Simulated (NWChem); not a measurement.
System: BiH2F; SMILES [F][BiH2]

Excerpt of the output:

```
             Northwest Computational Chemistry Package (NWChem) 7.3.0
             --------------------------------------------------------

 CS  symmetry detected

                             Geometry "geometry" -> ""
                             -------------------------

 Output coordinates in angstroms (scale by  1.889725989 to convert to a.u.)

  No.       Tag          Charge          X              Y              Z
 ---- ---------------- ---------- -------------- -------------- --------------
    1 Bi                  83.0000     0.02839700     0.19922892     0.00000000
    2 H                    1.0000    -1.24395540     0.22343965    -1.22813174
    3 H                    1.0000    -1.24395540     0.22343965     1.22813174
    4 F                    9.0000     0.01455105    -1.88698663     0.00000000

 Effective nuclear repulsion energy (a.u.)     242.8281045082

      Symmetry information
      --------------------

 Group name             Cs
 Group number              2
 Group order               2
 No. of unique centers     3

                                Z-matrix (autoz)
                                --------

 Units are Angstrom for bonds and degrees for angles

      Type          Name      I     J     K     L     M      Value
      ----------- --------  ----- ----- ----- ----- ----- ----------
    1 Stretch                  1     2                       1.76855
    2 Stretch                  1     3                       1.76855
    3 Stretch                  1     4                       2.08626
    4 Bend                     2     1     3                87.96331
    5 Bend                     2     1     4                90.51078
    6 Bend                     3     1     4                90.51078

                           NWChem Geometry Optimization
                           ----------------------------

 maximum gradient threshold         (gmax) =   0.000450
 rms gradient threshold             (grms) =   0.000300
 maximum cartesian step threshold   (xmax) =   0.001800
 rms cartesian step threshold       (xrms) =   0.001200
 fixed trust radius                (trust) =   0.300000
 source of zmatrix                         =   autoz

          -------------------
          Energy Minimization
          -------------------

 Using diagonal initial Hessian
 Scaling for Hessian diagonals: bonds = 1.00  angles = 0.25  torsions = 0.10

          --------
          Step   0

[...]

      ----------------------
      Optimization converged
      ----------------------

  Step       Energy      Delta E   Gmax     Grms     Xrms     Xmax
  ---- ---------------- -------- -------- -------- -------- --------
@    5    -315.50898802 -1.3D-08  0.00000  0.00000  0.00014  0.00023
                                     ok       ok       ok       ok

                                Z-matrix (autoz)
                                --------

 Units are Angstrom for bonds and degrees for angles

      Type          Name      I     J     K     L     M      Value     Gradient
      ----------- --------  ----- ----- ----- ----- ----- ---------- ----------
    1 Stretch                  1     2                       1.82964    0.00000
    2 Stretch                  1     3                       1.82964    0.00000
    3 Stretch                  1     4                       2.06781    0.00000
    4 Bend                     2     1     3                88.54238   -0.00000
    5 Bend                     2     1     4                95.28504    0.00000
    6 Bend                     3     1     4                95.28504    0.00000

                         Geometry "geometry" -> "geometry"
                         ---------------------------------

 Output coordinates in angstroms (scale by  1.889725989 to convert to a.u.)

[...]

 Rotational Constants
 --------------------
 A=   2.535176 cm-1  (  3.647472 K)
 B=   0.216138 cm-1  (  0.310967 K)
 C=   0.215934 cm-1  (  0.310674 K)

 Temperature                      =   298.15K
 frequency scaling parameter      =   1.0000

 Zero-Point correction to Energy  =    8.399 kcal/mol  (  0.013385 au)
 Thermal correction to Energy     =   10.581 kcal/mol  (  0.016862 au)
 Thermal correction to Enthalpy   =   11.173 kcal/mol  (  0.017806 au)

 Total Entropy                    =   66.135 cal/mol-K
   - Translational                =   42.182 cal/mol-K (mol. weight = 229.9945)
   - Rotational                   =   22.128 cal/mol-K (symmetry #  =        1)
   - Vibrational                  =    1.825 cal/mol-K

 Cv (constant volume heat capacity) =   10.110 cal/mol-K
   - Translational                  =    2.979 cal/mol-K
   - Rotational                     =    2.979 cal/mol-K
   - Vibrational                    =    4.151 cal/mol-K

[normal modes left out]

 ----------------------------------------------------------------------------
 Normal Eigenvalue ||           Projected Infra Red Intensities
  Mode   [cm**-1]  || [atomic units] [(debye/angs)**2] [(KM/mol)] [arbitrary]
 ------ ---------- || -------------- ----------------- ---------- -----------
    1       -0.000 ||    0.006204           0.143         6.048       1.153
    2       -0.000 ||    0.000002           0.000         0.002       0.000
    3        0.000 ||    0.000447           0.010         0.436       0.083
    4        0.000 ||    0.004982           0.115         4.857       0.926
    5        0.000 ||    0.005219           0.120         5.087       0.970
    6        0.000 ||    0.000705           0.016         0.687       0.131
    7      543.701 ||    0.037401           0.863        36.460       6.949
    8      561.750 ||    0.000170           0.004         0.166       0.032
    9      582.847 ||    0.042590           0.983        41.518       7.913
   10      742.892 ||    0.025285           0.583        24.649       4.698
   11     1719.974 ||    0.257798           5.948       251.314      47.895
   12     1727.008 ||    0.265102           6.116       258.434      49.252
 ----------------------------------------------------------------------------
```

Level: PBE-D3(BJ)/def2-SVP with def2 effective core potentials on Bi. def2 effective core potentials on Bi; no spin-orbit coupling.

**Question.** Which NWChem input produces such a log?

**Answer.** Several could match; the one computed here: the input that was run:
```
start job
memory heap 200 mb stack 900 mb global 1100 mb
geometry units angstroms
  Bi    -0.090869    -0.105042     0.102393
  H     -1.495566     0.221292    -0.921361
  H      0.324326    -1.426580    -0.997134
  F      1.061685     1.219405    -1.024526
end
basis spherical
  * library def2-svp
end
ecp
  Bi library def2-ecp
end
dft
  xc xpbe96 cpbe96
  disp vdw 4
  iterations 150
end
driver
  maxiter 120
end
task dft optimize
dft
  grid fine
  convergence energy 1d-8 density 1d-7
end
task dft freq numerical
```
